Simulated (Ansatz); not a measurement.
Basis-set extrapolation for C$_{2}$H$_{9}$BOSi (`B[SiH](C)OC`) (PBE0-D4/def2-TZVP geometry, frozen core, Ansatz 0.2.0). Multiplicity 1, RHF reference.

|  | def2-TZVPP | def2-QZVPP |
| --- | --- | --- |
| HF | -469.548190 | -469.566251 |
| MP2 correlation | -0.810878 | -0.867964 |
| CCSD(T) correlation | -0.901785 | not run |

Energies in hartree. Use E(X) = E(∞) + A·exp(−7.88·√X) for Hartree–Fock and E(X) = E(∞) + B·X^(−2.97) for correlation, with X = 3 and 4, and add CCSD(T) minus MP2 of the smaller set to the MP2 limit.

**Question.** What is the CCSD(T) energy at the basis-set limit?

**Answer.** HF limit: -469.566251 + (-0.018061) × 0.13774 = -469.56874. MP2 limit: -0.867964 + (-0.057086) × 0.74074 = -0.91025. Higher-order term: -0.901785 − (-0.810878) = -0.09091. Total: -470.56990 hartree, 314.9 kJ/mol below CCSD(T)/def2-TZVPP.
